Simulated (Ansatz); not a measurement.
Relaxation of AlClFH4N (8 atoms, charge 0, multiplicity 1), to a largest force component of 0.03 eV/Å in at most 50 steps.

All numbers below come from Ansatz, RHF/6-31G*.

```xyz
8
Properties=species:S:1:pos:R:3:forces:R:3
Al -0.009 0.609 -0.486 -0.07 0.73 0.33
H -0.090 0.079 2.223 0.10 -1.24 0.41
N 1.572 0.076 -1.015 -0.02 0.00 0.00
H 1.742 -0.762 -1.530 0.02 0.01 0.00
H 2.423 0.569 -0.841 0.02 -0.01 -0.01
Cl -1.725 -0.492 -0.947 -0.02 0.00 0.00
F -0.176 2.042 0.338 0.07 -0.51 -0.66
H -0.145 0.754 2.036 -0.10 1.03 -0.08
```

Task: Where does it end, and by what steps?

Result: It converged. After 8 steps the energy has fallen by 0.122 eV; H8 moved furthest, 0.50 Å.

```csv
step,energy less start (eV),largest force component (eV/Å),accepted
0,0.0000,1.238,yes
1,-0.0898,0.692,yes
2,-0.0251,1.008,no
3,-0.1054,0.528,yes
4,-0.1144,0.473,yes
5,-0.1190,0.357,yes
6,-0.1206,0.253,yes
7,-0.1212,0.185,yes
8,-0.1222,0.029,yes
```

```xyz
8
Properties=species:S:1:pos:R:3
Al 0.012 0.687 -0.676
H -0.145 -0.056 2.599
N 1.597 0.092 -1.126
H 1.772 -0.797 -1.545
H 2.450 0.594 -0.990
Cl -1.700 -0.466 -1.022
F -0.161 2.156 0.013
H -0.231 0.666 2.524
```

Whether the end is a true minimum wasn't checked by a vibrational analysis.

The run took 19 s on 1 thread of Arm Neoverse V1, with other jobs on the host, peak memory 0.14 GiB.
